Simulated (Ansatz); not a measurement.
Input for Ansatz (development build ahead of 0.2.0):

```yaml
crystal:
  periodic: [false, false, false]
  atoms:
    - { symbol: Ti, position_ang: [0.0, 0.0, 0.0] }
    - { symbol: Cl, position_ang: [0.0, 0.0, 2.35] }
basis:
  gaussian: { orbitals: pcseg-2 }
magnetization:
  spin_polarized: true
  initial_magnetization: 3
hamiltonian:
  xc: pbe
```

The input is written out in the form of the current development build from the run's settings.

The run gave:

- Converged: yes
- Total energy: -1309.27830 hartree
- Spin squared of the determinant: 3.758
- Stability test: minimum

Caution: other spin multiplicities were not run.
